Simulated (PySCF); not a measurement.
Cartesian coordinates in Å; atom numbers follow the order of the lines, from 1:
```xyz
6

Nb    0.000    0.000    0.106
O    -0.002   -0.008    1.788
Cl    2.320    0.002   -0.469
Cl    0.000    2.320   -0.463
Cl   -2.318    0.001   -0.475
Cl    0.001   -2.315   -0.486
```

Total charge -1.

Geometry: PBE0-D3(BJ)/def2-SVP; GIAO absolute shieldings from PySCF 2.14, gas phase, scalar relativity only through the core potential, averaged over equivalent atoms.

At B3LYP/pcSseg-1 (def2-TZVP on Nb) (153 basis functions, 24 s wall time on 1 thread of an x86-64 server CPU, shared host):
| atoms | σ (ppm) |
| --- | --- |
| O2 | -623.7 |
| Cl3/Cl4/Cl5/Cl6 | 542.5 |

Task: Estimate the result of repeating the calculation with PBE0/pcSseg-1 (def2-TZVP on Nb).

Result: 
| atoms | σ at PBE0/pcSseg-1 (def2-TZVP on Nb) | change |
| --- | --- | --- |
| O2 | -632.9 | -9.2 |
| Cl3/Cl4/Cl5/Cl6 | 571.4 | +28.9 |

The largest change is at Cl3/Cl4/Cl5/Cl6 (chlorine bonded to Nb). Cost: 153 basis functions, 25 s wall time on 1 thread of an x86-64 server CPU, shared host.

Nb is described by an effective core potential, so it has no shielding of its own here; spin–orbit effects on the atoms bonded to it, which can be large, are absent, and the values of these neighbours are rough.
